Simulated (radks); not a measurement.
Problem. Kr9+, 27 electrons, occupied as [Ar] 3d9. Method: scalar-relativistic Kohn-Sham, PBE, spin-polarised, spherical densities, finite nucleus; open shells are filled with parallel spins first; Fermi nuclear charge, rms radius 4.1884 fm; computed with a radial shooting solver on a logarithmic mesh with Libxc functionals. Some entries of the table are withheld. Estimate them.

orbital,occ.,eigenvalue (eV),<1/r> (bohr^-1),<r^2> (bohr^2)
1s up,1,-14342.19,36.76,0.002318
1s down,1,-14342.19,36.76,0.002318
2s up,1,-2046.115,8.167,0.03967
2s down,1,-2044.931,8.170,0.03964
2p up,3,-1830.410,7.987,0.03133
2p down,3,-1829.526,7.990,0.03130
3s up,1,(1),2.744,0.3125
3s down,1,(2),2.740,0.3131
3p up,3,-367.5230,2.601,0.3251
3p down,3,-365.7930,2.597,0.3260
3d up,5,-253.3741,(3),0.3320
3d down,4,-251.5222,(4),0.3341

Solution. 
(1) 3s up eigenvalue (eV): -436.6831
(2) 3s down eigenvalue (eV): -434.9504
(3) 3d up <1/r> (bohr^-1): 2.366
(4) 3d down <1/r> (bohr^-1): 2.361
